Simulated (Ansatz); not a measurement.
Gas-phase electronic energies from Ansatz, PBE0-D4/def2-TZVP geometries. CBS: MP2 limit from def2 TZ/QZ plus the TZ coupled-cluster correction, frozen cores. DFT in def2-TZVPP. For Ge outer-core shells are correlated without core-valence functions, which leaves a few kJ/mol of doubt a bond. Scalar relativity is left out up to krypton. Each species was taken in one conformer, which may not be the lowest.

Reaction (cleavage of the Al–B bond): `[CH3][GeH2][BH][AlH2]` + `N[Si]1(Cl)CO1` → `[AlH2][NH][Si]1(Cl)CO1` + `[BH2][GeH2][CH3]`

CCSD(T)/CBS gives -121.9 kJ/mol.

Problem. Another level gave -109.3 kJ/mol. Which?
A. r2SCAN/def2-TZVPP
B. ωB97M-V/def2-TZVPP
C. SCS-MP2/def2-TZVPP
D. PBE0-D4/def2-TZVPP

Solution. D. PBE0-D4 -109.3, ωB97M-V -124.0, SCS-MP2/def2-TZVPP -132.0, r2SCAN -116.7 kJ/mol.

Largest T1 diagnostic among the species: 0.012.

From PBE to PBE0 (25 % exact exchange), in def2-TZVPP and without D4, ΔE moves by −4.6 kJ/mol. The D4 term adds −3.5 kJ/mol with B3LYP and −1.9 kJ/mol with PBE0; it sums over pairs of atoms, weighted by their polarisabilities, and B3LYP, whose exchange is more repulsive, gets the larger term.

B3LYP here is the variant with VWN-RPA as its local correlation; programs differ in this.
